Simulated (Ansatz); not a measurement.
`O[SiH]1BC1` + HI → `I[SiH]1BC1` + H₂O at 298.15 K and 1 bar (ligand exchange at the Si–O bond).

Gas-phase electronic energies from Ansatz, PBE0-D4/def2-TZVP geometries. CCSD(T)/CBS adds triple-zeta CCSD(T) − MP2 to the extrapolated MP2 energy (def2 sets, frozen cores). This one scheme is used for every species. def2 core potentials past Kr. For I outer-core shells are correlated without core-valence functions, which leaves a few kJ/mol of doubt a bond. One conformer a species, not always the lowest.

```json
{"species": "`O[SiH]1BC1`", "CCSD(T)/CBS energy (Eh)": "-430.08182", "H − E (kJ/mol)": "176.2", "S (J/(mol·K))": "303.9"}
{"species": "HI", "CCSD(T)/CBS energy (Eh)": "-298.03592", "H − E (kJ/mol)": "22.7", "S (J/(mol·K))": "206.5"}
{"species": "`I[SiH]1BC1`", "CCSD(T)/CBS energy (Eh)": "-651.74575", "H − E (kJ/mol)": "141.8", "S (J/(mol·K))": "331.0"}
{"species": "H₂O", "CCSD(T)/CBS energy (Eh)": "-76.37941", "H − E (kJ/mol)": "66.4", "S (J/(mol·K))": "188.7"}
```

H − E and S are ideal-gas, rigid-rotor, harmonic terms from PBE0-D4/def2-TZVP, for one conformer and one mirror image of each species. 1 Eh = 2625.50 kJ/mol, R = 8.31446 J/(mol·K).

Task: By hand: ΔE, ΔH, ΔS and ΔG.

Result: ΔE = (-651.74575) + (-76.37941) − (-430.08182) − (-298.03592) = -0.00742 Eh = -19.5 kJ/mol. Δ(H − E) = 141.8 + 66.4 − 176.2 − 22.7 = 9.3, so ΔH = -10.2 kJ/mol. ΔS = 331.0 + 188.7 − 303.9 − 206.5 = 9.3 J/(mol·K). ΔG = -10.2 − 298.15 × (9.3)/1000 = -13.0 kJ/mol.

Task: By hand: the equilibrium constant, and the temperature at which ΔG would vanish if ΔH and ΔS stayed fixed.

Result: log₁₀ K = −ΔG/(RT ln 10) = 2.3. ΔH and −TΔS have one sign here, so there is no such temperature.

The number of gas molecules stays the same, so ΔS is small and ΔH decides. A doubt of 5 kJ/mol in ΔE shifts log₁₀ K by 0.9 here. Other conformers and mirror images would add mixing entropy, several J/(mol·K) or more a flexible species. These are equilibria of isolated gas molecules and say nothing of rates. Largest T1 diagnostic: 0.014 (customary marks: 0.02 for closed shells, 0.045 for open ones).

ΔS is within the doubt of such terms, so its sign, and with it that verdict, could turn.
